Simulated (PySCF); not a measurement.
# C (carbon, neutral) across methods

[He] 2s1 2p3, high-spin 5S determinant (an excited configuration). Calculation: PySCF 2.14, in dyall-acv3z; the non-relativistic Hamiltonian (point nucleus).

```
 method  E (hartree)  mean ε 1s β (eV)  mean ε 2s α (eV)  mean ε 2p α (eV)  Σ⟨r²⟩ (bohr²)   ⟨S²⟩
 r2SCAN     -37.7025           -274.73           -16.672            -7.263          13.88  6.000
    UHF    -37.59920           -305.51           -25.614           -13.031          13.54  6.000
LC-wPBE     -37.6779           -276.97           -21.286           -11.468          13.91  6.000
wB97X-V     -37.6828           -281.45           -20.811           -10.887          14.13  6.000
   BLYP     -37.6717           -271.78           -15.073            -6.492          14.32  6.000
    LDA     -37.3210           -268.45           -15.250            -6.890          14.32  6.000
    PBE     -37.6474           -271.05           -15.478            -6.829          14.25  6.000
   PBE0     -37.6600           -279.81           -18.087            -8.446          13.97  6.000
```

Question: Estimate the same row for PW91.

Answer: E (hartree) = -37.6804; mean ε 1s β (eV) = -271.33; mean ε 2s α (eV) = -15.506; mean ε 2p α (eV) = -6.885; Σ⟨r²⟩ (bohr²) = 14.22; ⟨S²⟩ = 6.000.
